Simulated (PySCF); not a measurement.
Compound: CH4BF2OP.
Geometry (PBE0-D3(BJ)/def2-SVP, Å), atoms numbered from 1 in this order:
```xyz
10
CH4BF2OP angstrom
F     -2.3349   -0.5296    1.3669
C     -1.2979   -0.0061    0.7212
F     -1.7552    0.5923   -0.3914
O     -0.4517   -1.0273    0.3945
B      0.6739   -0.8853   -0.3610
P      1.2148    0.6961   -1.2907
H     -0.8098    0.7540    1.3575
H      1.3116   -1.8974   -0.5216
H      0.8643    1.7084   -0.3521
H      2.5928    0.6019   -0.9484
```

Level of theory: PySCF, PBE0-D3(BJ)/def2-SVP geometry optimisation, gas phase.

Masses are those of the commonest isotopes; rigid-rotor values at the optimised geometry. The values belong to one conformer with, in the numbering `[F:1][CH:2]([F:3])[O:4][BH:5][PH2:6]`, F1–C2–O4–B5 175°, C2–O4–B5–P6 -7°, O4–B5–P6–H 40° and 138°.

(1) Give the principal moments of inertia and the rotational constants in MHz.

(2) What kind of rotor is it?

(3) What does the inertial defect say?

(4) Give the other two planar moments, Paa and Pbb, and the rms extents of the mass along the axes.

(5) List the rotational levels J(Ka,Kc) to J = 2 (cm⁻¹).

(6) Predict some low-J microwave lines.

(7) Estimate the classical rotational partition function at 10 K, 25 K and 500 K.

Results:

(1) Ia = 75.45, Ib = 319.57, Ic = 374.59 u·Å²; 505379 MHz·u·Å²/I gives A = 6698, B = 1581, C = 1349 MHz.

(2) A near-prolate asymmetric top; Ray's κ = -0.913.

(3) Not planar: Δ = Ic − Ia − Ib = -20.43 u·Å². For a rigid frame Δ = −2 Σ m c², so Σ m c² = 10.21 u·Å² lies off the ab plane: 4.49 from hydrogen and 5.72 from heavier atoms. The atom farthest from that plane is 1.39 Å away.

(4) Paa = Σ m a² = (Ib + Ic − Ia)/2 = 309.36 and Pbb = Σ m b² = (Ia + Ic − Ib)/2 = 65.24 u·Å². With the mass M = 112.01 u, the rms extents √(P/M) along a, b and c are 1.66, 0.76, 0.30 Å.

(5) Above 0(0,0):
J = 1: 1(0,1) 0.0978, 1(1,1) 0.2684, 1(1,0) 0.2762
J = 2: 2(0,2) 0.2930, 2(1,2) 0.4562, 2(1,1) 0.4794, 2(2,1) 0.9915, 2(2,0) 0.9917

(6) The dipole components are |μa| = 0.77 D, |μb| = 0.17 D, |μc| = 1.99 D. Intensities carry the squares of the components, which stand as 0.15 : 0.01 : 1.00 (a : b : c). Some lines, for components of 0.1 D or more:

```tsv
type	branch	J(Ka,Kc)	MHz	lower level (cm⁻¹)
a	Q	4(1,3) ← 4(1,4)	2322	1.113
a	R	1(0,1) ← 0(0,0)	2931	0.000
b	R	3(0,3) ← 2(1,2)	3869	0.456
c	Q	4(1,4) ← 4(0,4)	4167	0.974
c	Q	3(1,3) ← 3(0,3)	4570	0.585
c	Q	2(1,2) ← 2(0,2)	4892	0.293
b	Q	3(1,2) ← 3(0,3)	5963	0.585
a	R	2(1,1) ← 1(1,0)	6093	0.276
b	R	1(1,1) ← 0(0,0)	8047	0.000
a	R	3(2,2) ← 2(2,1)	8792	0.991
a	R	3(1,2) ← 2(1,1)	9135	0.479
b	R	2(1,2) ← 1(0,1)	10746	0.098
c	R	2(1,1) ← 1(0,1)	11443	0.098
a	R	4(2,3) ← 3(2,2)	11716	1.285
a	R	4(3,2) ← 3(3,1)	11737	2.158
c	Q	3(2,2) ← 3(1,2)	15007	0.784
b	R	4(1,4) ← 3(0,3)	15813	0.585
b	Q	2(2,1) ← 2(1,2)	16047	0.456
b	Q	4(2,3) ← 4(1,4)	16874	1.113
c	R	4(1,3) ← 3(0,3)	18134	0.585
b	R	2(2,0) ← 1(1,1)	21684	0.268
c	Q	4(3,2) ← 4(2,2)	26075	1.679
b	Q	4(3,1) ← 4(2,2)	26076	1.679
b	Q	4(3,2) ← 4(2,3)	26191	1.676
b	R	4(2,3) ← 3(1,2)	26723	0.784
c	R	3(3,1) ← 2(2,1)	34961	0.991
b	R	3(3,0) ← 2(2,1)	34961	0.991
b	R	4(4,1) ← 3(3,0)	48354	2.158
```

(7) Point group C1, symmetry number σ = 1; q = (√π/σ)·√((kT/h)³/(ABC)), k/h = 20836.6 MHz/K: 1410 at 10 K, 5570 at 25 K, 499000 at 500 K.

No frequency check. Constants of a rigid frame at the computed geometry: no zero-point averaging, no centrifugal distortion. Quadrupole hyperfine structure (11B) is left out.
